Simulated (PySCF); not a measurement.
Sn(GeH3)Me3, C3H12GeSn.
Structure used (PBE0-D3(BJ)/def2-SVP), in Å, numbered top down from 1:
```xyz
17
C3H12GeSn angstrom
Sn    -0.0048    0.0065   -0.1181
Ge    -0.0087   -0.0323    2.4917
H      0.7447    1.1816    3.0771
H      0.6713   -1.3051    3.0403
H     -1.4446    0.0023    3.0579
C      2.0257    0.0119   -0.8494
H      2.0232   -0.0673   -1.9467
H      2.5838   -0.8411   -0.4373
H      2.5398    0.9406   -0.5635
C     -1.0185    1.7705   -0.8389
H     -0.9243    1.8317   -1.9332
H     -0.5784    2.6747   -0.3949
H     -2.0858    1.7329   -0.5786
C     -1.0064   -1.7460   -0.8840
H     -2.0194   -1.8253   -0.4645
H     -0.4438   -2.6523   -0.6180
H     -1.0824   -1.6837   -1.9795
```

Computed, not measured: PySCF 2.14.0, density-fitted response routines, TDDFT B3LYP/def2-SVPD, vertical, gas phase, core orbitals frozen in the response, def2 core potentials past Kr. Spin–orbit coupling is left out.

Frontier orbitals with the atoms that hold most of them (Löwdin shares over 4%, at most four atoms; ? is withheld):

| orbital | ε (eV) | atoms |
| --- | --- | --- |
| HOMO-3 | -9.18 | Ge2 43%, H5 29%, H3 18% |
| HOMO-2 | -7.70 | C10 34%, Sn1 20%, C6 13%, C14 8% |
| HOMO-1 | -7.69 | C14 29%, C6 24%, Sn1 20%, H15 5% |
| HOMO | ? | Ge2 35%, Sn1 24%, C6 6%, C14 6% |
| LUMO | -0.28 | ? |
| LUMO+1 | 0.23 | Ge2 26%, Sn1 17%, C14 10%, C6 9% |
| LUMO+2 | 0.23 | Ge2 26%, Sn1 17%, C10 12%, H4 8% |

(1) Which atoms hold the LUMO, and with what shares?

(2) What is the HOMO energy, and the HOMO–LUMO gap?

## Answers

(1) Ge2 (bonded to Sn and 3 H) 24%; Sn1 (bonded to 3 C and Ge) 21%; H4 (bonded to Ge) 7%; H3 (bonded to Ge) 6%. By element: germanium 24%, tin 21%, hydrogen 13% or more.

(2) ε(HOMO) = -7.08 eV; the gap is 6.80 eV (0.2500 hartree).

Within 0.005 eV of a neighbour in this list lie LUMO+1/LUMO+2.

The HOMO–LUMO gap is 6.80 eV. Where does the response calculation put the lowest singlet, and from which orbitals?

S1 is at 6.10 eV (f = 0.154), 0.71 eV below the gap, made of HOMO→LUMO (95%). 

Next come S2 at 6.52 eV (f 0.038), HOMO→LUMO+1/LUMO+2 (≥94%); S3 at 6.52 eV (f 0.037), HOMO→LUMO+1/LUMO+2 (≥94%); S4 at 6.69 eV (f 0.082), HOMO-2/HOMO-1→LUMO (≥96%); S5 at 6.70 eV (f 0.088), HOMO-2/HOMO-1→LUMO (≥96%).

Orbitals of the list HOMO-3 to LUMO+2 that lie within 0.01 eV of each other are written together with a slash and their weights summed (≥ marks a lower bound); for degenerate orbitals outside that list single weights are arbitrary.
